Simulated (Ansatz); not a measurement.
One change: `[F][SnH2][GeH3]` becomes `[F][SnH2][AsH2]`.

Ansatz, PBE0-D4/def2-TZVP geometries, multiplicity 1. 

Elements past krypton have def2 core potentials. Scalar relativity is left out up to krypton.

```
                               property  `[F][SnH2][GeH3]`
     HOMO energy (PBE0/def2-TZVPP) / eV              -8.20
HOMO–LUMO gap (ωB97M-V/def2-TZVPP) / eV              10.83
     LUMO energy (PBE0/def2-TZVPP) / eV              -0.98
  HOMO–LUMO gap (B3LYP/def2-TZVPP) / eV               6.80
    HOMO–LUMO gap (PBE/def2-TZVPP) / eV               5.31
  LUMO energy (ωB97M-V/def2-TZVPP) / eV               0.62
```

What does the change do to each property? (An estimate is asked.)

The calculation gave: 
```csv
property,`[F][SnH2][AsH2]`,shift
HOMO energy (PBE0/def2-TZVPP) / eV,-7.81,0.39
HOMO–LUMO gap (ωB97M-V/def2-TZVPP) / eV,10.60,-0.23
LUMO energy (PBE0/def2-TZVPP) / eV,-0.90,0.08
HOMO–LUMO gap (B3LYP/def2-TZVPP) / eV,6.44,-0.36
HOMO–LUMO gap (PBE/def2-TZVPP) / eV,5.05,-0.26
LUMO energy (ωB97M-V/def2-TZVPP) / eV,0.79,0.17
```

With PBE0 the HOMO rises by 0.39 eV and the LUMO rises by 0.08 eV, so the gap narrows by about 0.31 eV. PBE moves the HOMO by 0.29 eV and ωB97M-V by 0.40 eV. The zero-point energy changes by -19.6 kJ/mol with -3 modes.

B3LYP here is the variant with VWN-RPA as its local correlation; programs differ in this.

Positive LUMOs are unbound, so they and the gaps depend on the basis.
